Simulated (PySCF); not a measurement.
**Potential energy of MgAs along the bond**

Set-up: PySCF, scalar-relativistic core potentials, basis sets Mg cc-pVDZ, As cc-pVDZ-PP with ECP10. Energies in eV from Mg + As in their ground configurations at the same level. All curves are PBE0. state 1: ⁴Σ⁻ (quartet), unpaired electrons σ ↑, π ↑↑; state 2: Ms = 0.5 determinant of mixed spin (⟨S²⟩ near 1.8), unpaired electrons σ ↓, π ↑↑, a second solution, started from another occupation; state 3: Ms = 0.5 determinant of mixed spin (⟨S²⟩ near 1.8), unpaired electrons σ ↑, π ↑↓, a mixture of terms (⟨Lz²⟩ = 2.0), a second solution, started from another occupation; state 4: ²Π (doublet), unpaired electrons π ↑, a second solution, started from another occupation.

```csv
R (Å),state 1,state 2,state 3,state 4
2.296,-0.2732,-0.1290,0.1376,-0.1815
2.403,-0.5153,-0.3600,-0.0963,-0.2406
2.510,-0.6433,-0.4730,-0.2133,-0.2071
2.590,-0.6862,-0.5015,-0.2458,-0.1410
2.670,-0.6963,-0.4945,-0.2439,-0.0512
2.750,-0.6826,-0.4609,-0.2167,0.0543
2.857,-0.6397,-0.3870,-0.1533,0.2094
2.990,-0.5636,-0.2657,-0.0488,0.4120
3.151,-0.4616,-0.1018,0.0899,0.6500
3.364,-0.3347,0.1125,0.2650,0.9354
```

Task: Put a parabola through the three lowest points of the state 1 curve and estimate Re, k and ωe (reduced mass 18.17 u; 1 eV/Å² = 0.16022 mdyn/Å; ωe = 1302.8·√(k/μ) cm⁻¹).

Result: Through R = 2.59, 2.67, 2.75 Å the second-order coefficient is 1.86 eV/Å², so Re ≈ 2.664 Å, k ≈ 0.596 mdyn/Å and ωe ≈ 236 cm⁻¹. A polynomial fit of higher order to the unrounded PBE0 energies gives Re = 2.660 Å, k = 0.615 mdyn/Å, ωe = 240 cm⁻¹; anharmonicity and rounding make the difference.

The higher-order fit for each curve: state 1: Re = 2.660 Å, ωe = 240 cm⁻¹, De = 0.70 eV; state 2: Re = 2.611 Å, ωe = 276 cm⁻¹, minimum 0.50 eV below the ground-state fragments; state 3: Re = 2.624 Å, ωe = 265 cm⁻¹, minimum 0.249 eV below the ground-state fragments; state 4: Re = 2.411 Å, ωe = 341 cm⁻¹, minimum 0.241 eV below the ground-state fragments.

Spin–orbit coupling is left out. The state is the lowest determinant that a PBE0 search found; another state may lie lower at other levels.
